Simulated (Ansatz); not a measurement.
Consider the formal exchange of groups at the Sn–S bond: `CS[S][SnH3]` + `CCCl` → `C[CH](Cl)[SnH3]` + `CSS`.

Gas-phase electronic energies from Ansatz, PBE0-D4/def2-TZVP geometries. CBS: MP2 limit from def2 TZ/QZ plus the TZ coupled-cluster correction, frozen cores. DFT in def2-TZVPP. B3LYP here is the variant with VWN-RPA as its local correlation; programs differ in this. Elements past krypton have def2 core potentials. For Sn outer-core shells are correlated without core-valence functions, which leaves a few kJ/mol of doubt a bond. Each species was taken in one conformer, which may not be the lowest.

`CS[S][SnH3]`:

Z-matrix (Å, degrees):
```
C
S 1 1.800
H 1 1.090 2 111.1
H 1 1.093 2 106.1 3 118.5
H 1 1.089 2 110.7 3 -122.9
S 2 2.055 1 102.3 3 63.1
Sn 6 2.417 2 98.1 1 -90.5
H 7 1.707 6 107.5 2 174.2
H 7 1.703 6 108.1 2 -65.1
H 7 1.706 6 107.3 2 54.5
```

`CCCl`:

```xyz
8

C    -0.510   -0.528   -0.311
C     0.461    0.535    0.133
Cl    0.862    0.370    1.868
H    -0.734   -0.399   -1.374
H    -1.445   -0.462    0.247
H    -0.093   -1.525   -0.166
H     0.053    1.537    0.008
H     1.406    0.472   -0.405
```

`C[CH](Cl)[SnH3]`:

Cartesian coordinates in Å:
```
C -1.070 1.043 0.217
C -0.429 -0.282 0.554
Cl 0.170 -0.271 2.249
Sn 1.239 -0.798 -0.731
H -1.890 1.270 0.904
H -1.476 1.012 -0.799
H -0.350 1.862 0.271
H -1.162 -1.087 0.516
H 0.689 -0.869 -2.350
H 2.412 0.428 -0.570
H 1.868 -2.309 -0.261
```

`CSS`:

```xyz
7

C    -0.530   -0.494   -0.646
S     0.275    1.106   -0.440
S     1.586    0.766    1.083
H    -1.130   -0.746    0.228
H     0.205   -1.274   -0.839
H    -1.184   -0.391   -1.515
H     0.777    1.033    2.129
```

(1) Is it downhill or uphill in electronic energy at CCSD(T)/CBS, and by how much? (Estimate.)

(2) What do these levels give: B2PLYP, B3LYP, HF/def2-TZVPP, HF/def2-QZVPP, MP2/def2-QZVPP, MP2/CBS(def2)? (Best estimate.)

Largest T1 diagnostic among the species: 0.013.

## Answers

(1) Computed: Uphill: ΔE = +0.95 eV.

(2) Computed: B2PLYP 0.97, B3LYP 0.99, HF/def2-TZVPP 1.07, HF/def2-QZVPP 1.08, MP2/def2-QZVPP 0.95, MP2/CBS(def2) 0.97 eV.

In def2-TZVPP, CCSD(T) changes the Hartree–Fock value by −0.17 eV (the triples alone add −0.01 eV) and MP2 by −0.15 eV.
